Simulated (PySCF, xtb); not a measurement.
Si(H)2(Br)(OEt) (C2H7BrOSi), SMILES CCO[SiH2]Br. The values are those of a single conformer.

Harmonic wavenumbers (cm⁻¹) from xtb with GFN2-xTB at its own minimum, in rising order: 28, 70, 127, 200, 253, 366, 423, 534, 607, 739, 765, 797, 832, 1016, 1098, 1145, 1170, 1271, 1353, 1403, 1475, 1482, 1491, 2325, 2433, 2902, 2923, 3045, 3048, 3051.

What does PBE-D3(BJ)/def2-SVP run with PySCF 2.14.0 give at its own minimum? (Estimate from the structure and the level; the computed values follow.)

32, 73, 149, 220, 270, 377, 415, 584, 702, 746, 789, 853, 904, 957, 1085, 1110, 1129, 1260, 1328, 1369, 1403, 1425, 1446, 2166, 2225, 2922, 2973, 2980, 3077, 3078. Paired by order, the mean absolute difference is 45 cm⁻¹ and the zero-point energies are 54.9 and 54.4 kcal/mol.
